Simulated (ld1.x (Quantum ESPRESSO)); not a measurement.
**Pt: excitation energies, all-electron against TM semilocal**

```
Element                 : platinum (Pt)
Generator               : ld1.x (Quantum ESPRESSO) 7.5
Type                    : norm-conserving Troullier–Martins (semilocal form)
Functional              : LDA (PZ)
Relativity              : scalar-relativistic
Frozen core             : [Xe]
Valence charge          : 24
Reference configuration : 4f14 5d9 6s0.5 6p0 (charge +0.5)
Partial waves           : 6s (bound): rc 2.25 bohr; 6p (bound, empty): rc 2.65 bohr; 4f (bound): rc 0.45 bohr; 5d (bound): rc 2.30 bohr
Local potential         : the d channel
Core correction         : none
```

Energies are relative to the spin-unpolarised reference configuration 4f14 5d9 6s0.5 6p0; without spin polarisation the order of configurations can differ from experiment. Spin-polarised rows fill each open shell by Hund’s rule, majority spin first. The frozen-core shift is the all-electron ΔE with the core orbitals held at their reference shape minus the fully relaxed ΔE.

```
              valence configuration  charge  ΔE all-electron (eV)  error AE − PS (meV)  frozen-core shift (meV)
                   4f14 5d9 6s1 6p0       0                -3.860                 +0.8                     -1.1
                   4f14 5d9 6s0 6p0      +1                 5.684                 -2.4                     +2.4
                   4f14 5d8 6s0 6p0      +2                25.943                 -5.5                      +33
                   4f14 5d8 6s2 6p0       0                -2.930                  -38                      +16
                   4f14 5d7 6s0 6p0      +3                58.455                  -58                     +192
                   4f14 5d8 6s1 6p1       0                 2.735                  -41                      +19
4f14 5d9 6s0.5 6p0 (spin-polarised)    +0.5                -0.231                  +63                     +0.6
  4f14 5d9 6s1 6p0 (spin-polarised)       0                -4.240                  +74                     -0.3
```

(1) What are ΔE and the potential's error for 4f14 5d9.5 6s0.5 6p0?

Levels in the configuration 4f14 5d9 6s1 6p0 (spin-polarised):

| level | all-electron (eV) | pseudo (eV) |
| --- | --- | --- |
| 4f up | -70.519 | -70.537 |
| 5d up | -6.687 | -6.797 |
| 6s up | -6.299 | -6.317 |
| 4f down | -70.396 | -70.395 |
| 5d down | -5.943 | -5.815 |

A Bessel basis up to 400 Ry misses an occupied level by 4.07 Ry, so cutoffs and ghosts were not judged.

Results:

(1) ΔE = -3.946 eV all-electron; the error (AE − PS) is -1.8 meV.

A variational frozen-core shift is positive and of second order in the change. This column holds negative values, so the frozen-core run of ld1.x carries numerical noise or an error of first order here, and the column gives no more than the rough size of the effect.
